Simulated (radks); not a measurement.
All-electron atom: the promethium ion Pm+ in [Kr] 4d10 4f5 5s2 5p5.75 6s1 6p0.25 (fractional occupations, a model configuration). Calculated with a radial shooting solver on a logarithmic mesh with Libxc functionals: Dirac Kohn-Sham, BLYP, spin-unpolarised, spherical densities, point nucleus; open shells fill j = l - 1/2 first.

Spin-orbit splittings of the eigenvalues, e(l+1/2) - e(l-1/2), with zeta = 2 splitting/(2l+1) and mean radii in bohr:

shell  occ.  splitting (eV)  zeta (eV)  <r> j=l-1/2  <r> j=l+1/2
2p        6           560.5      373.7      0.08244      0.08896
3p        6           112.7      75.12       0.2498       0.2624
3d       10           24.42      9.769       0.2339       0.2378
4p        6           24.61      16.41       0.6082       0.6369
4d       10           4.369      1.748       0.6829       0.6932
4f        5          0.4720     0.1349        1.036        1.054
5p     5.75           3.323      2.215        1.621        1.713
5d        0          0.2339    0.09354        2.736        2.795
6p     0.25          0.3358     0.2239        4.759        4.979
